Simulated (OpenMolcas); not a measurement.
V3+: ligand-field states by method

V3+ with 6 ligands (ammonia) in octahedral coordination (S6) at 2.06 Å. Ligand basis ANO-RCC-VDZP.
```
V     0.0000    0.0000    0.0000
N     2.0600    0.0000    0.0000
H     2.4421    0.9457    0.0000
H     2.4421   -0.4729    0.8190
H     2.4421   -0.4729   -0.8190
N     0.0000    2.0600    0.0000
H     0.0000    2.4421    0.9457
H     0.8190    2.4421   -0.4729
H    -0.8190    2.4421   -0.4729
N    -2.0600    0.0000    0.0000
H    -2.4421   -0.9457    0.0000
H    -2.4421    0.4729   -0.8190
H    -2.4421    0.4729    0.8190
N     0.0000   -2.0600    0.0000
H     0.0000   -2.4421   -0.9457
H    -0.8190   -2.4421    0.4729
H     0.8190   -2.4421    0.4729
N     0.0000    0.0000    2.0600
H     0.9457    0.0000    2.4421
H    -0.4729    0.8190    2.4421
H    -0.4729   -0.8190    2.4421
N     0.0000    0.0000   -2.0600
H    -0.9457    0.0000   -2.4421
H     0.4729   -0.8190   -2.4421
H     0.4729    0.8190   -2.4421
```

```yaml
Program: OpenMolcas 26.06
Basis: ANO-RCC-VDZP [5s4p2d1f]
Scalar_Hamiltonian: DKH2, point nucleus
Active_space: 2 electrons in 5 orbitals (3d)
State_averaging: 2S+1 = 3 even, 10 roots; 2S+1 = 1 even, 15 roots
Spin-orbit_coupling: state interaction with AMFI integrals over the reference wave functions
```

I. CASSCF
II. SS-CASPT2, IPEA 0.25 Eh, imaginary shift 0.1 Eh (closed shells correlated: 3s 3p and the ligand valence shells)

Spin-free states in cm-1, each column counted from its own energy of the first state listed:

```json
{"State": "2S+1 = 3", "Degeneracy": "2", "I": "0", "II": "0"}
{"State": "2S+1 = 3", "Degeneracy": "1", "I": "140", "II": "220"}
{"State": "2S+1 = 1", "Degeneracy": "1", "I": "13394", "II": "9890"}
{"State": "2S+1 = 1", "Degeneracy": "2", "I": "13533", "II": "10010"}
{"State": "2S+1 = 1", "Degeneracy": "2", "I": "13761", "II": "10290"}
{"State": "2S+1 = 3", "Degeneracy": "2", "I": "20851", "II": "22720"}
{"State": "2S+1 = 3", "Degeneracy": "1", "I": "20937", "II": "22620"}
{"State": "2S+1 = 1", "Degeneracy": "1", "I": "29220", "II": "22780"}
{"State": "2S+1 = 3", "Degeneracy": "2", "I": "33087", "II": "31920"}
{"State": "2S+1 = 3", "Degeneracy": "1", "I": "33211", "II": "31930"}
{"State": "2S+1 = 1", "Degeneracy": "2", "I": "35411", "II": "34040"}
{"State": "2S+1 = 1", "Degeneracy": "1", "I": "35498", "II": "33790"}
{"State": "2S+1 = 1", "Degeneracy": "2", "I": "38668", "II": "37110"}
{"State": "2S+1 = 1", "Degeneracy": "1", "I": "38769", "II": "37020"}
{"State": "2S+1 = 3", "Degeneracy": "1", "I": "43600", "II": "48960"}
{"State": "2S+1 = 1", "Degeneracy": "2", "I": "58219", "II": "60330"}
{"State": "2S+1 = 1", "Degeneracy": "1", "I": "75743", "II": "73060"}
```

From I to II, I's first state of another spin (2S+1 = 1) moves from 13394 to 9890 cm-1, by about -3500 cm-1.

χT at 300 K: I 0.92, II 0.92 cm3 K/mol.

Roots that are degenerate in the reference are averaged as groups; the widest CASPT2 spread within a group is 52 cm-1 (the 2-fold group of multiplicity 1 near 34000 cm-1 above the lowest state of its run, II). Shifts and gaps below about the spread of the groups concerned are not significant. Over all roots computed the reference weight is 0.69 to 0.71 in II; a low but even weight reflects the number of correlated electrons. An orbital doublet at a regular site is open to a Jahn-Teller distortion, which this geometry leaves out. The least metal-like active orbital is 84 % on the metal (Löwdin) and no ligand orbital is active, so the numbers are rough. Ligand-to-metal charge-transfer states are missing. With no ligand orbital active B as a rule stays too high, so bands that hang on it stand too high and its fall with covalency is understated. Without dynamic correlation the repulsion within the d shell is too large (B by tens of per cent), so at a given field states of lower spin stand too high (holds for I). With metal d orbitals alone the field can be off either way by tens of per cent (holds for I). With one d shell and no ligand orbital active, 10Dq can be off by a tenth or more (holds for II). No measured value stands beside these numbers; the geometry was imposed, not optimised, and the real ion may take another.

A state without a sure symmetry label is named by its multiplicity alone.
